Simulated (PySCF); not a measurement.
# Computed properties of Sn(F)(Cl)2(NH2) (Cl2FH2NSn), SMILES [NH2][Sn]([F])([Cl])[Cl]

Sn(F)(Cl)2(NH2) (Cl2FH2NSn), SMILES [NH2][Sn]([F])([Cl])[Cl]. Coordinates come from a B3LYP-D3(BJ)/def2-SVP optimisation. The structure was generated by enumeration; whether it is a known compound was not checked. The def2 effective core potentials stand for the cores of Sn; spin–orbit coupling is left out. Other conformers were not sampled. All values are computed for the isolated molecule unless a solvent is named; none is compared with measurement here.

**Structure.** All 15 harmonic modes at B3LYP-D3(BJ)/def2-SVP (PySCF) are real, so it is a minimum. With heavy atoms numbered as in [NH2:1][Sn:2]([F:3])([Cl:4])[Cl:5], the shortest bond between them is Sn2–F3 at 1.940 Å and the longest Sn2–Cl5 at 2.334 Å.

**Vibrations.** The strongest infrared lines (harmonic, unscaled, degenerate partners summed) lie at 537 cm⁻¹ (90 km/mol, N 64 %, H 29 %), 631 cm⁻¹ (86 km/mol, F 84 %, Sn 14 %), 398 cm⁻¹ (64 km/mol, Cl 71 %, Sn 29 %). The softest mode is at 35 cm⁻¹ and the zero-point energy is 18.3 kcal/mol.

**Electronic structure.** HF/def2-TZVP (PySCF) places the frontier levels at -12.50 and 1.04 eV, a gap of 13.54 eV, and gives a dipole moment of 2.78 D and a mean polarisability of 61.2 bohr³. PBE/def2-TZVP (PySCF) at the same geometry gives -7.35 and -3.69 eV, so its gap is 9.88 eV narrower. An orbital gap is neither the optical nor the fundamental gap.

**Excitations.** TDA-M06-2X/def2-SVPD (PySCF) has S1 at 5.47 eV (227 nm, f = 0.036, weak); the most intense of the 10 singlets computed lies at 7.70 eV (f = 0.23). T1 (TDA) is at 4.81 eV, 0.66 eV under S1. TDA-PBE/def2-SVPD (PySCF) puts S1 at 3.91 eV. No vertical singlet excitation falls in the visible range (under 3.1 eV).
